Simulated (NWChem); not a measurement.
# CF₂, triplet; SMILES F[C]F

```xyz
3

F      1.1476     0.0000    -0.1653
C      0.0000     0.0000     0.4960
F     -1.1476     0.0000    -0.1653
```
Atoms are numbered in this order, from 1.

In the optimisation the excess spin sits in a1 and b2 (C2v, its own frame). All runs use the structure optimised with B3LYP/6-31G* (spherical d), spin-unrestricted. No stability test was run on the SCF state.

Symmetry labels are those of C2v in the frame above (b1 and b2, or b-type labels, depend on it).

Question: List the 4 lowest vertical excitations from B3LYP/def2-SVP, spin-unrestricted, TDA (NWChem).

Answer: 
| state | energy (eV) | oscillator strength | symmetry of the excitation | <S²> |
|---|---|---|---|---|
| state 1 | 6.12 | 0.000 | b1 | 2.02 |
| state 2 | 6.21 | 0.005 | a2 | 2.02 |
| state 3 | 6.96 | 0.017 | a1 | 2.01 |
| state 4 | 7.55 | 0.023 | a1 | 2.02 |
